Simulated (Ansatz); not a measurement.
Ansatz (a quantum-chemistry and plane-wave program) input (revPBE/def2-TZVPD):

Ansatz 0.2 input:
```yaml
crystal:
  periodic: [false, false, false]
  atoms:
    - {symbol: C, position_ang: [-1.23321443, -0.03460907, 0.11107650]}
    - {symbol: Al, position_ang: [0.71260294, 0.02567888, -0.06609284]}
    - {symbol: H, position_ang: [-1.68313582, -0.63112520, -0.68859724]}
    - {symbol: H, position_ang: [-1.51404125, -0.52507473, 1.04958703]}
    - {symbol: H, position_ang: [-1.69868486, 0.95246504, 0.10126852]}
    - {symbol: H, position_ang: [1.53194824, -1.32317270, -0.20719139]}
    - {symbol: H, position_ang: [1.49936195, 1.40073666, -0.06231890]}
basis:
  gaussian:
    orbitals: def2-TZVPD
hamiltonian:
  xc: {name: revPBE}
output: {forces: true}
```

Output:

```
Functional definition: revPBE
integrals: 0.03 GiB planned
693 factors; their error is unknown
0.22 GiB of the device are held for the grids
0.47 GiB of device memory are held for the factors and their scratch space
mean field: 0.34 GiB planned
mean field evaluation 1: about -7704.5228 eV, gradient 6.3e1 eV
mean field evaluation 2: about -7688.9634 eV, gradient 8.6e1 eV
mean field evaluation 4: about -7713.8655 eV, gradient 2.8e0 eV
mean field evaluation 8: about -7713.8951 eV, gradient 1.7e-2 eV
mean field evaluation 16: about -7713.8803 eV, gradient 1.2e-5 eV
mean field -7713.88025117 eV, -283.4798705746 hartree, gradient 1.2e-5 eV, S^2 0.000000; 0 other end points of the search recorded, 0 dependent functions left out
the calculation of the forces begins
reference -7713.88031127 eV, -283.4798727834 hartree; 12, 12 occupied and 113, 113 virtual orbitals, 693 factors
Total energy: -7713.88031127 eV, -283.4798727834 hartree
Atom 0 at    -1.233214    -0.034609     0.111076 Å, force     0.084814     0.024933    -0.013881 eV/Å
Atom 1 at     0.712603     0.025679    -0.066093 Å, force    -0.013105    -0.000743     0.000526 eV/Å
Atom 2 at    -1.683136    -0.631125    -0.688597 Å, force    -0.126114    -0.161639    -0.207694 eV/Å
Atom 3 at    -1.514041    -0.525075     1.049587 Å, force    -0.082067    -0.132446     0.245456 eV/Å
Atom 4 at    -1.698685     0.952465     0.101269 Å, force    -0.132660     0.263803    -0.000867 eV/Å
Atom 5 at     1.531948    -1.323173    -0.207191 Å, force     0.137573    -0.215542    -0.023414 eV/Å
Atom 6 at     1.499362     1.400737    -0.062319 Å, force     0.131559     0.221634    -0.000126 eV/Å
Dipole moment:    -0.156411    -0.002989     0.013240 e Å
```
